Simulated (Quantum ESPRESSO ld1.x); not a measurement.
Task: All-electron atom: Si I in [Ne] 3s2 3p2 (the NIST ground configuration). All-electron calculation, scalar-relativistic Kohn-Sham, LDA (Slater exchange, VWN5 correlation), spin-polarised, spherical densities, point nucleus; open shells are filled with parallel spins first. Program: ld1.x of Quantum ESPRESSO 7.5. Some entries of the table are withheld. Estimate them.

orbital,occ.,eigenvalue (eV),<r> (bohr)
1s up,1,-1778.28,0.1117
1s down,1,-1778.11,0.1116
2s up,1,-138.605,0.5708
2s down,1,-138.404,0.5705
2p up,3,-95.4944,0.5390
2p down,3,-95.2412,0.5384
3s up,1,-11.3859,(1)
3s down,1,-9.8852,(2)
3p up,2,-4.6224,(3)
3p down,0,-3.2811,(4)
4s up,0,-0.4072,7.997
4s down,0,-0.2248,9.418

Result: 
(1) 3s up <r> (bohr): 2.153
(2) 3s down <r> (bohr): 2.172
(3) 3p up <r> (bohr): 2.743
(4) 3p down <r> (bohr): 2.904
